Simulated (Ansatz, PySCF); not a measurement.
C₂Cl₂F₂. Atoms are numbered in the order given.

```xyz
6

F      1.7125    -0.4457     0.0000
C      0.3925    -0.5431     0.0000
Cl    -0.2234    -2.1459     0.0000
C     -0.3925     0.5431     0.0000
F     -1.7125     0.4457     0.0000
Cl     0.2234     2.1459     0.0000
```

Geometry optimised at B3LYP-D3(BJ)/def2-SVP.

Vertical ionisation energy (IE) and electron affinity (EA) in eV. Rows of orbital energies are one-electron estimates. Where ΔSCF, EOM or ADC give a negative EA the extra electron is unbound and the value depends on the basis.

```
level                                                                        IE     EA
------------------------------------------------------------------------  -----  -----
−ε(HOMO), −ε(LUMO), HF/def2-TZVP (PySCF)                                  10.26  -3.69
−ε(HOMO), −ε(LUMO), PBE/def2-TZVP (PySCF)                                  6.10   1.39
ΔSCF, CAM-B3LYP/def2-SVPD (Ansatz), final states of multiplicity 2 and 2   9.91  -1.29
ΔSCF, PBE/def2-SVPD (Ansatz), final states of multiplicity 2 and 2         9.44  -0.82
```

### Question
What vertical singlet–triplet gap does ΔSCF give with CAM-B3LYP/def2-SVPD (Ansatz, a program for electronic structure) and with PBE/def2-SVPD (Ansatz)? (The exact figures need the calculation; the answer reports its results.)

### Answer
3.95 and 4.01 eV (triplet above singlet where positive).
